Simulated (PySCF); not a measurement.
## Computed properties of C2H6ClFOSi, SMILES C[C@H](O)[Si@H](F)Cl

C₂H₆ClFOSi, SMILES C[C@H](O)[Si@H](F)Cl. Geometry: PBE0-D3(BJ)/def2-SVP. The structure was generated by enumeration; whether it is a known compound was not checked. Other conformers were not sampled. All values are computed for the isolated molecule unless a solvent is named; none is compared with measurement here.

**Structure.** All 30 harmonic modes at PBE0-D3(BJ)/def2-SVP (PySCF) are real, so it is a minimum. With heavy atoms numbered as in [CH3:1][C@H:2]([OH:3])[Si@H:4]([F:5])[Cl:6], the shortest bond between them is C2–O3 at 1.408 Å and the longest Si4–Cl6 at 2.054 Å.

**Vibrations.** The strongest infrared lines (harmonic, unscaled, degenerate partners summed) lie at 825 cm⁻¹ (188 km/mol, H 79 %, Si 14 %), 933 cm⁻¹ (152 km/mol, H 31 %, Si 30 %, F 26 %, C 9 %), 2281 cm⁻¹ (111 km/mol, H 97 %). The softest mode is at 51 cm⁻¹ and the zero-point energy is 52.7 kcal/mol.

**Electronic structure.** PBE0/def2-TZVP (PySCF) places the frontier levels at -8.36 and 0.46 eV, a gap of 8.82 eV, and gives a dipole moment of 3.55 D and a mean polarisability of 63.2 bohr³. PBE/def2-TZVP (PySCF) at the same geometry gives -6.70 and -0.47 eV, so its gap is 2.59 eV narrower. An orbital gap is neither the optical nor the fundamental gap.

**Excitations.** TDDFT-PBE0/def2-SVPD (PySCF) has S1 at 7.07 eV (175 nm, f = 0.007, weak); the most intense of the 10 singlets computed lies at 8.50 eV (f = 0.05). T1 (TDA) is at 6.74 eV. TDDFT-PBE/def2-SVPD (PySCF) puts S1 at 6.18 eV. No vertical singlet excitation falls in the visible range (under 3.1 eV).

**NMR.** GIAO shifts at KT2/pcSseg-1 (PySCF) (non-relativistic, atoms alike by connectivity averaged): ¹³C from 22.0 to 67.2 ppm against TMS; ¹H from 0.1 to 5.7 ppm against TMS; ²⁹Si at 14.3 ppm against TMS; ¹⁹F at -188.4 ppm against CFCl3. Without spin–orbit terms, shifts of atoms bonded to Cl or Br come out too high.

**Solvation.** SMD-ωB97X/6-31G* (PySCF) gives -5.9 kcal/mol in water, -9.3 kcal/mol in methanol, -6.6 kcal/mol in cyclohexanone (1 M in both phases, gas-phase geometry); of these solvents methanol holds the molecule best.
